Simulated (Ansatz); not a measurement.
The lowest singlet and triplet of CClF (SMILES F[C]Cl); geometries from B3LYP-D3(BJ)/def2-TZVP, each state relaxed from the structure named, with no frequency check.
Singlet (charge 0, multiplicity 1):
```xyz
3

F     -1.4791    -0.2281     0.0000
C     -0.5683     0.6961     0.0000
Cl     0.9836    -0.1249     0.0000
```
Triplet (charge 0, multiplicity 3):
```tsv
atom	x (Å)	y (Å)	z (Å)
F	-1.6112	-0.2063	0.0000
C	-0.5268	0.5398	0.0000
Cl	1.0389	-0.0813	0.0000
```

A positive gap puts the triplet lower; no zero-point energy. R- takes a restricted singlet. U- takes an unrestricted singlet (broken symmetry where lower, unprojected). The triplet is unrestricted in single-reference levels. Active spaces average the two states.

Cores are frozen in the correlated methods.

Programs: Ansatz (a quantum-chemistry and plane-wave program) with Gaussian orbitals. Each number belongs to the level named beside it.

| level | gap E(singlet) − E(triplet), adiabatic (kcal/mol) |
|---|---|
| R-PBE0/def2-TZVPP | -28.44 |
| R-B2PLYP/def2-TZVPP | -33.05 |
| U-MP2/cc-pV(D+d)Z (spin-contaminated) | ___ |
| R-SCS-MP2/cc-pV(D+d)Z | -33.74 |
| R-SCS-MP2/cc-pV(T+d)Z | ___ |
| U-CCSD/cc-pV(T+d)Z (spin-contaminated) | -31.92 |
| SC-NEVPT2 on SA-CASSCF(2,2)/cc-pV(Q+d)Z | -32.09 |
| FIC-NEVPT4(SD) on SA-CASSCF(2,2)/cc-pV(D+d)Z | -32.84 |
| FIC-MRCISD+Q on SA-CASSCF(2,2)/cc-pV(T+d)Z | -33.51 |

Task: What belongs in the gaps?

Result: 
- U-MP2/cc-pV(D+d)Z (spin-contaminated), gap E(singlet) − E(triplet), adiabatic (kcal/mol): -26.10
- R-SCS-MP2/cc-pV(T+d)Z, gap E(singlet) − E(triplet), adiabatic (kcal/mol): -36.49

Doubts at one or more of the structures used: a restricted determinant that unrestricted orbitals would lower (R-B2PLYP/def2-TZVPP, R-SCS-MP2/cc-pV(D+d)Z, R-SCS-MP2/cc-pV(T+d)Z); T1 above 0.05 (U-CCSD/cc-pV(T+d)Z (spin-contaminated)).
